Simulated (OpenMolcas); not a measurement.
An atom or ion with 24 electrons was computed by MS-CASPT2, IPEA 0.25 Eh, imaginary shift 0.1 Eh with spin-orbit coupling (OpenMolcas, ANO-RCC-VQZP, DKH2). The lowest levels that the run gave, each within 12 % of the measured value where one is at hand:

| J | Parity | E (cm-1) | g |
| --- | --- | --- | --- |
| 4 | even | 0.0 | 1.501 |
| 3 | even | 618 | 1.501 |
| 2 | even | 1047 | 1.501 |
| 1 | even | 1322 | 1.501 |
| 0 | even | 1456 |  |
| 2 | even | 22890 | 1.500 |
| 6 | even | 23970 | 1.166 |
| 5 | even | 24270 | 1.037 |
| 4 | even | 24470 | 0.817 |
| 1 | even | 24690 | 1.500 |
| 0 | even | 25430 |  |
| 4 | even | 25630 | 1.230 |

**Question.** Which ion is it, and what are the configurations and terms?

**Answer.** Co3+ (Z = 27, charge +3; active space 6 electrons in 5 orbitals (3d)). J, parity and g give the terms where levels are pure, and mixed ones are named by the computed weights; the size of the splittings, set against known spectra of the 24-electron sequence, gives the charge. In order, with the measured energies in cm-1 (Sugar and Corliss, J. Phys. Chem. Ref. Data 10, 1097 (1981)): 3d6 5D4, 3d6 5D3 (639), 3d6 5D2 (1078), 3d6 5D1, 3d6 5D0 (1494), 3d6 3P2(1) (22883), 3d6 3H6 (23680), 3d6 3H5 (24032), 3d6 3H4 (24272), 3d6 3P1(1) (24729), 3d6 3P0(1) (25449), 3d6 3F4(1) (25396).

CASPT2 does not keep the components of a term degenerate, so their means are used; among the terms shown or strongly mixed into the levels shown the widest spread is 230 cm-1 (3d6 3H). Computed and measured levels are paired by configuration, term and J; levels that our copy of the source lacks, or whose pairing is in doubt (as where it misses far off the trend of its configuration), stay unpaired and out of the deviations. Only configurations of the active space appear.

A number in round brackets counts repeated terms of one configuration in the order of the reference energies.
